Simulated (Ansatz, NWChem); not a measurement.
# Ansatz → NWChem

Ansatz 0.2.0 runs this on CHAlClNO (SMILES O=C=[N][AlH][Cl]):

in.yaml:
```yaml
crystal:
  periodic: [false, false, false]
  atoms:
    - {symbol: O, position_ang: [-0.593600, -1.778800, -2.271400]}
    - {symbol: C, position_ang: [-0.424200, -1.086600, -1.351600]}
    - {symbol: "N", position_ang: [-0.264000, -0.376900, -0.401600]}
    - {symbol: Al, position_ang: [0.146900, 0.686500, 0.934400]}
    - {symbol: Cl, position_ang: [2.090200, 1.431800, 1.025300]}
    - {symbol: H, position_ang: [-0.913300, 1.060100, 2.018700]}
basis:
  gaussian:
    orbitals: 6-31G_st_-spherical.json
hamiltonian:
  xc: {name: B3LYP}
accuracy: high
output: {forces: true, orbitals: {seedname: orbitals}}
```

```bash
$ ansatz run in.yaml --threads 1 --pin off --max-ram 2610MiB --events-out events.jsonl --progress --plain --runs-dir runs
```

(Basis files named in the input come from the Basis Set Exchange and aren't shown.)

Geometry: relaxed at PBE0-D4/def2-TZVP. This is one conformer, not always the lowest.

It gives a total energy of -871.426196 Eh.

Problem. How is this level of theory, on these atoms, set up in NWChem 7.3.0 as an ASE script?

Solution. This input was run:

run.py:
```python
from ase import Atoms
from ase.calculators.nwchem import NWChem

molecule = Atoms('OCNAlClH', positions=[
    [-0.593600, -1.778800, -2.271400],
    [-0.424200, -1.086600, -1.351600],
    [-0.264000, -0.376900, -0.401600],
    [0.146900, 0.686500, 0.934400],
    [2.090200, 1.431800, 1.025300],
    [-0.913300, 1.060100, 2.018700],
])

calc = NWChem(
    label='run',
    theory='dft',
    memory='2200 mb',
    basis='6-31G*',
    basispar='spherical bse',
    dft={'xc': 'b3lyp', 'mult': '1', 'grid': 'xfine', 'convergence': 'energy 1e-08', 'iterations': '100', 'mulliken': None, 'print': 'low'},
)
molecule.calc = calc

forces = molecule.get_forces()
print("Total energy (eV):", round(molecule.get_potential_energy(), 6))
print("forces (eV/A):")
for s, f in zip(molecule.symbols, forces):
    print(f"{s:2s} {f[0]:10.5f} {f[1]:10.5f} {f[2]:10.5f}")
```

```bash
$ export ASE_NWCHEM_COMMAND="nwchem PREFIX.nwi > PREFIX.nwo"
$ python run.py
```

Its energy is -871.426196 Eh, the same as the first but for the last digit, at most.
